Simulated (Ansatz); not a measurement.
`N#C[SiH2]P` + fluoromethane → `N#C[SiH2]CF` + PH₃ at 700 K and 1 bar (formal exchange of groups at the Si–P bond).

Program: Ansatz. Geometries: PBE0-D4/def2-TZVP. ΔE: electronic, gas phase. CBS: MP2 limit from def2 TZ/QZ plus the TZ coupled-cluster correction, frozen cores. This one scheme is used for every species. Each species was taken in one conformer, which may not be the lowest.

```
      species  CCSD(T)/CBS energy (Eh)  H − E (kJ/mol)  S (J/(mol·K))
 `N#C[SiH2]P`               -725.16307           180.1          426.7
         `CF`               -139.63461           133.6          263.9
`N#C[SiH2]CF`               -522.05904           215.6          440.9
          PH₃               -342.72256            91.5          248.3
```

H − E and S are ideal-gas, rigid-rotor, harmonic terms from PBE0-D4/def2-TZVP, for one conformer and one mirror image of each species. 1 Eh = 2625.50 kJ/mol, R = 8.31446 J/(mol·K).

Question: By hand: ΔE, ΔH, ΔS and ΔG.

Answer: ΔE = (-522.05904) + (-342.72256) − (-725.16307) − (-139.63461) = 0.01608 Eh = 42.2 kJ/mol. Δ(H − E) = 215.6 + 91.5 − 180.1 − 133.6 = -6.6, so ΔH = 35.6 kJ/mol. ΔS = 440.9 + 248.3 − 426.7 − 263.9 = -1.4 J/(mol·K). ΔG = 35.6 − 700 × (-1.4)/1000 = 36.6 kJ/mol.

Question: By hand: the equilibrium constant, and the temperature at which ΔG would vanish if ΔH and ΔS stayed fixed.

Answer: log₁₀ K = −ΔG/(RT ln 10) = -2.7. ΔH and −TΔS have one sign here, so there is no such temperature.

The number of gas molecules stays the same, so ΔS is small and ΔH decides. A doubt of 5 kJ/mol in ΔE shifts log₁₀ K by 0.4 here. Other conformers and mirror images would add mixing entropy, several J/(mol·K) or more a flexible species. These are equilibria of isolated gas molecules and say nothing of rates. Largest T1 diagnostic: 0.014 (customary marks: 0.02 for closed shells, 0.045 for open ones).

ΔS is within the doubt of such terms, so its sign, and with it that verdict, could turn.
